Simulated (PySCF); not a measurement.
# Correlation energy of I (iodine, neutral)

[Kr] 4d10 5s1 5p5 5d1, one real determinant (an excited configuration). Calculation: PySCF 2.14, in aug-cc-pVDZ-PP with ECP28MDF (5s4p3d, 32 functions); a scalar-relativistic core potential. Frozen: 4s2 4p6 4d10; 7 electrons correlated.

```
  level  correlation energy (mhartree)
   CCSD                        -162.76
    (T)                         -23.96
CCSD(T)                        -186.72
```

Diagnostics: T1 = 0.015, D1 = 0.0351, largest double amplitude 0.476.

The real determinant used has ⟨L²⟩ near 8 against 12 for a pure F term, so it mixes terms. The outer electron is Rydberg-like, and this basis confines it to a smaller radius and binds it less than a complete one would. A double-excitation amplitude exceeds 0.15, a sign of near-degeneracy.

Cost of the coupled-cluster step: of the order of 1.5 core-seconds, for 7 correlated electrons.

The reference is one real determinant that mixes LS terms of this configuration.
